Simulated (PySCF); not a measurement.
Radial density of O⁺ (oxygen, charge +1)

UHF, [He] 2s2 2p3, high-spin 4S determinant. All numbers are calculated (PySCF 2.14, no relativity, point nucleus, in dyall-acv3z).

| r (bohr) | 4πr²ρ (e/bohr) | 4πr²(ρα − ρβ) |
| --- | --- | --- |
| 0.00267 | 0.02677 | 0.0000 |
| 0.00448 | 0.07361 | 0.0001 |
| 0.00754 | 0.1983 | 0.0002 |
| 0.0127 | 0.5169 | 0.0004 |
| 0.0213 | 1.274 | 0.0011 |
| 0.0359 | 2.859 | 0.0032 |
| 0.0604 | 5.493 | 0.0108 |
| 0.102 | 8.146 | 0.0448 |
| 0.171 | 7.939 | 0.1987 |
| 0.287 | 4.381 | 0.7417 |
| 0.483 | 3.189 | 1.9095 |
| 0.813 | 4.508 | 2.6496 |
| 1.37 | 2.569 | 1.4353 |
| 2.30 | 0.3507 | 0.1996 |
| 3.87 | 0.005563 | 0.0033 |
